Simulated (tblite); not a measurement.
C5H8Si.
Atom-mapped SMILES: `[CH:1]#[C:2][SiH2:3]/[CH:4]=[CH:5]\[CH3:6]` (hydrogens: H7 on C1; H8, H9 on Si3; H10 on C4; H11 on C5; H12, H13, H14 on C6)

Computed with GFN2-xTB (tblite), gas phase: L-BFGS steps from a force-field or distance-geometry start until the largest atomic force falls under 0.01 eV/Å.

Step 0: E = -446.0257 eV
```
atom  x, y, z in Å  |  force x, y, z in eV/Å
C1      2.6036    1.0156    1.5168   -0.211  -0.175  -0.280
C2      2.0711    0.3654    0.6472    0.251   0.234   0.381
Si3     1.2703   -0.6680   -0.6800    0.835   0.605  -0.662
C4     -0.4014   -1.2454   -0.1724   -1.228  -0.275   0.588
C5     -1.5512   -0.5768   -0.0033    0.518  -0.277  -0.187
C6     -1.8063    0.8845   -0.2286    0.335   0.074   0.315
H7      3.0549    1.6051    2.2787   -0.162  -0.240  -0.299
H8      1.1386    0.1415   -1.9224    0.128  -0.037   0.243
H9      2.1075   -1.8502   -0.9923   -0.052   0.179   0.154
H10    -0.4049   -2.3202    0.0461   -0.279   0.324  -0.014
H11    -2.4285   -1.1400    0.3123    0.024   0.150  -0.027
H12    -2.5848    1.0131   -0.9811   -0.026  -0.017   0.087
H13    -2.1566    1.3408    0.7163    0.095  -0.194  -0.445
H14    -0.9129    1.4343   -0.5594   -0.228  -0.352   0.148
```

**Question.** Estimate the geometry and energy of step 1. (The exact step hangs on the optimiser's Hessian estimate; all steps are aligned on step 0, rigid shifts and turns removed.)

**Answer.** E = -446.0578 eV, largest force 0.969 eV/Å
```
atom  x, y, z in Å  |  force x, y, z in eV/Å
C1      2.6006    1.0131    1.5128    0.391   0.556   0.691
C2      2.0747    0.3687    0.6527   -0.382  -0.550  -0.698
Si3     1.2822   -0.6594   -0.6895    0.130   0.309  -0.153
C4     -0.4189   -1.2494   -0.1640    0.604  -0.282   0.092
C5     -1.5438   -0.5808   -0.0060   -0.655   0.300   0.057
C6     -1.8015    0.8855   -0.2241    0.100  -0.195   0.010
H7      3.0526    1.6016    2.2744   -0.155  -0.225  -0.270
H8      1.1404    0.1409   -1.9190    0.118   0.077   0.070
H9      2.1068   -1.8476   -0.9901   -0.006   0.136   0.128
H10    -0.4089   -2.3156    0.0459   -0.303   0.045   0.051
H11    -2.4281   -1.1379    0.3120    0.033   0.189  -0.042
H12    -2.5852    1.0129   -0.9799    0.096  -0.047   0.179
H13    -2.1553    1.3380    0.7099    0.043  -0.107  -0.198
H14    -0.9162    1.4293   -0.5573   -0.014  -0.205   0.083
```

The energy changes by -0.0321 eV. The first-order estimate −F·Δx gives -0.0773 eV and the mean of the old and new forces, exact on a quadratic surface, -0.0321 eV. The step makes an angle of 0° with the force vector and moves no atom by more than 0.020 Å.

The cost below is that of the whole relaxation. Time: 0.88 s of wall time. Hardware: Arm Neoverse N1, one thread (shared host).
